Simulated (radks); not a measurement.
Pt V, 74 electrons, occupied as [Xe] 4f14 5d6.

Calculated with a radial shooting solver on a logarithmic mesh with Libxc functionals: scalar-relativistic Kohn-Sham, PBEsol, spin-polarised, spherical densities, point nucleus; open shells are filled with parallel spins first (spin-orbit coupling, left out, can overturn this in heavy ions).

Energy parts (eV):
part                       energy
total                  -500813.17
kinetic                 558662.77
electron-nucleus      -1241049.32
Hartree                 191028.49
exchange-correlation     -9455.11

Orbitals (lengths in bohr, moments of r in powers of bohr; r(90%) holds 90 % of the orbital's charge):
[
 {"orbital": "1s up", "occ.": "1", "eigenvalue (eV)": "-78462.92", "r(90%)": "0.0313", "<1/r>": "93.99", "<r^2>": "0.0004061"},
 {"orbital": "1s down", "occ.": "1", "eigenvalue (eV)": "-78462.93", "r(90%)": "0.0313", "<1/r>": "93.99", "<r^2>": "0.0004061"},
 {"orbital": "2s up", "occ.": "1", "eigenvalue (eV)": "-13826.78", "r(90%)": "0.112", "<1/r>": "22.02", "<r^2>": "0.006202"},
 {"orbital": "2s down", "occ.": "1", "eigenvalue (eV)": "-13826.46", "r(90%)": "0.112", "<1/r>": "22.02", "<r^2>": "0.006202"},
 {"orbital": "2p up", "occ.": "3", "eigenvalue (eV)": "-11989.73", "r(90%)": "0.106", "<1/r>": "19.66", "<r^2>": "0.005203"},
 {"orbital": "2p down", "occ.": "3", "eigenvalue (eV)": "-11989.47", "r(90%)": "0.106", "<1/r>": "19.66", "<r^2>": "0.005203"},
 {"orbital": "3s up", "occ.": "1", "eigenvalue (eV)": "-3286.967", "r(90%)": "0.274", "<1/r>": "8.162", "<r^2>": "0.04005"},
 {"orbital": "3s down", "occ.": "1", "eigenvalue (eV)": "-3286.833", "r(90%)": "0.274", "<1/r>": "8.162", "<r^2>": "0.04005"},
 {"orbital": "3p up", "occ.": "3", "eigenvalue (eV)": "-2752.138", "r(90%)": "0.281", "<1/r>": "7.463", "<r^2>": "0.04108"},
 {"orbital": "3p down", "occ.": "3", "eigenvalue (eV)": "-2751.991", "r(90%)": "0.281", "<1/r>": "7.463", "<r^2>": "0.04108"},
 {"orbital": "3d up", "occ.": "5", "eigenvalue (eV)": "-2172.423", "r(90%)": "0.264", "<1/r>": "7.031", "<r^2>": "0.03402"},
 {"orbital": "3d down", "occ.": "5", "eigenvalue (eV)": "-2172.187", "r(90%)": "0.264", "<1/r>": "7.031", "<r^2>": "0.03402"},
 {"orbital": "4s up", "occ.": "1", "eigenvalue (eV)": "-746.4154", "r(90%)": "0.595", "<1/r>": "3.493", "<r^2>": "0.1945"},
 {"orbital": "4s down", "occ.": "1", "eigenvalue (eV)": "-746.1012", "r(90%)": "0.595", "<1/r>": "3.493", "<r^2>": "0.1945"},
 {"orbital": "4p up", "occ.": "3", "eigenvalue (eV)": "-571.0211", "r(90%)": "0.641", "<1/r>": "3.157", "<r^2>": "0.2221"},
 {"orbital": "4p down", "occ.": "3", "eigenvalue (eV)": "-570.7207", "r(90%)": "0.641", "<1/r>": "3.157", "<r^2>": "0.2221"},
 {"orbital": "4d up", "occ.": "5", "eigenvalue (eV)": "-358.1942", "r(90%)": "0.699", "<1/r>": "2.826", "<r^2>": "0.2536"},
 {"orbital": "4d down", "occ.": "5", "eigenvalue (eV)": "-357.8405", "r(90%)": "0.699", "<1/r>": "2.827", "<r^2>": "0.2533"},
 {"orbital": "4f up", "occ.": "7", "eigenvalue (eV)": "-121.6681", "r(90%)": "0.834", "<1/r>": "2.389", "<r^2>": "0.3244"},
 {"orbital": "4f down", "occ.": "7", "eigenvalue (eV)": "-121.1401", "r(90%)": "0.828", "<1/r>": "2.395", "<r^2>": "0.3210"},
 {"orbital": "5s up", "occ.": "1", "eigenvalue (eV)": "-153.5513", "r(90%)": "1.35", "<1/r>": "1.424", "<r^2>": "1.006"},
 {"orbital": "5s down", "occ.": "1", "eigenvalue (eV)": "-151.2832", "r(90%)": "1.35", "<1/r>": "1.434", "<r^2>": "0.9960"},
 {"orbital": "5p up", "occ.": "3", "eigenvalue (eV)": "-107.2200", "r(90%)": "1.57", "<1/r>": "1.217", "<r^2>": "1.329"},
 {"orbital": "5p down", "occ.": "3", "eigenvalue (eV)": "-104.4165", "r(90%)": "1.56", "<1/r>": "1.226", "<r^2>": "1.315"},
 {"orbital": "5d up", "occ.": "5", "eigenvalue (eV)": "-54.0949", "r(90%)": "2.12", "<1/r>": "0.9053", "<r^2>": "2.325"},
 {"orbital": "5d down", "occ.": "1", "eigenvalue (eV)": "-50.8578", "r(90%)": "2.15", "<1/r>": "0.9053", "<r^2>": "2.356"}
]

The highest occupied level is 5d down at -50.858 eV. Summed over all electrons, <r^2> = 33.40 bohr^2, which gives a Langevin (diamagnetic) susceptibility term of -26.5 x 10^-6 cm^3/mol. For comparison, the ionisation energy in NIST's Atomic Spectra Database is 56 eV (theoretical). In exact Kohn-Sham theory the highest level is minus the ionisation energy, but local and semilocal functionals leave it too shallow, through self-interaction and a potential that decays too fast; potentials with the right tail come closer. The density falls to 0.001 e/bohr^3 at r = 3.12 bohr.
